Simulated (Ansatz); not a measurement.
Ansatz (a program for electronic structure) input (RI-MP2/def2-QZVPPD):
A basis named .json is the Basis Set Exchange file of that set.

Ansatz 0.2 input:
```yaml
crystal:
  periodic: [false, false, false]
  atoms:
    - {symbol: Sn, position_ang: [0.00713831, 0.00221012, 0.27551140]}
    - {symbol: F, position_ang: [0.80132378, 1.42193659, -0.79804079]}
    - {symbol: F, position_ang: [-0.84098107, -1.43421501, -0.73257812]}
basis:
  gaussian:
    orbitals: def2-QZVPPD.json
    fitting: {mean_field: def2-universal-jkfit, correlation: def2-QZVPPD-RIFIT.json}
total_charge: -1
magnetization: {spin_polarized: true, initial_magnetization: 1}
correlation: {method: mp2, electrons: outside_noble_gas}
```

End of the output:

```
integrals: 0.20 GiB planned
372 factors; integrals over basis functions are off by at most 1.4e0 eV
606 factors; integrals over basis functions are off by at most 7.7e-1 eV
mean field: 0.64 GiB planned
mean field evaluation 1: about -11222.0447 eV, gradient 1.2e1 eV
mean field evaluation 2: about -11222.7108 eV, gradient 5.2e0 eV
mean field evaluation 4: about -11222.8866 eV, gradient 8.1e-1 eV
mean field evaluation 8: about -11222.9095 eV, gradient 1.9e-6 eV
mean field -11222.90952615 eV, -412.4343179247 hartree, gradient 1.9e-6 eV, S^2 0.782410; 0 other end points of the search recorded, 0 dependent functions left out
11 core orbitals not correlated, not the lowest: weight in the atoms' cores, before any rotation towards them, 0.914 or more for the frozen orbitals, at most 0.081 for the correlated occupied ones
reference -11222.90952615 eV, -412.4343179247 hartree; 10, 9 occupied and 199, 200 virtual orbitals, 606 factors
second order -17.87180300 eV of doubles, -0.00000000 eV of singles
Total energy: -11240.78132915 eV, -413.0910945709 hartree
```

This state (charge -1, doublet) is run at the relaxed geometry of the species with charge 0 and multiplicity 3.
